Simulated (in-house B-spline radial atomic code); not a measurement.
# RPA and G0W0 on SCAN: Tl⁸⁺

Configuration [Xe] 4f14 5d5, highest spin, mean-field start SCAN. Computed with a B-spline radial code for spherical atoms: all electrons, scalar-relativistic (spin-free one-electron X2C), finite nucleus, each spin shell either full or empty, empty states to l = 9 with an (l + 1/2)⁻⁴ tail; G0W0 by contour deformation at full frequency.

Without the two-electron picture change, the correlation of inner shells comes somewhat too large for so heavy an element.

Command:
```bash
python run_gw.py task.json out
```
Settings (radii: box in bohr, nucleus in fm):
```
Z                        81
electrons                73
configuration            [Xe] 4f14 5d5
hamiltonian              x2c
method                   scan,scan
lmax                     9
rms_radius               5.4759
spin_polarised           True
box_radius               7.7
intervals                65
```

Cost of the run: 4.1 s on 1 thread of Intel(R) Xeon(R) 6975P-C (shared host).

Energies (hartree):

```
                                     term         value
                         mean-field total  -20233.32329
Hartree-Fock functional on these orbitals  -20226.85417
                      direct second order        -7.402
                    second-order exchange        1.8547
                         SOSEX correction        1.7615
```

(1) What is the RPA correlation energy, and what remains with SOSEX?

Quasi-particle levels (eV):

| level | occupied | mean field | Σx - vxc | Σc | QP weight | G0W0 |
| --- | --- | --- | --- | --- | --- | --- |
| 5d up | yes | -130.88 | -8.89 | ? | ? | ? |
| 5p down | yes | -194.07 | -9.50 | -0.62 | 0.965 | -204.19 |
| 4f down | yes | -239.53 | -24.18 | 6.64 | 0.941 | -257.07 |
| 5d down | no | -123.83 | 10.64 | -3.41 | 0.973 | -116.59 |

G0W0 = mean field + (Σx - vxc) + Σc, with Σc (partial-wave tail included) taken at the quasi-particle energy. Only the outer levels were computed. Levels of low weight are left out.

(2) Where does G0W0 put 5d up?

## Answers

(1) RPA gives -6.5946 hartree (-2.46 eV per electron); RPA + SOSEX gives -4.8331, and the second-order doubles -5.5473 hartree (no singles). RPA lacks exchange-type terms and so overcorrelates at short range.

(2) At -140.19 eV, with Σc = -0.42 eV and a quasi-particle weight of 0.973. The tabulated removal energy is 135 ± 2.2 eV (NIST, tabulated theory); the calculation leaves out spin-orbit coupling, Breit and QED terms, and what these don't explain is the method's own error.
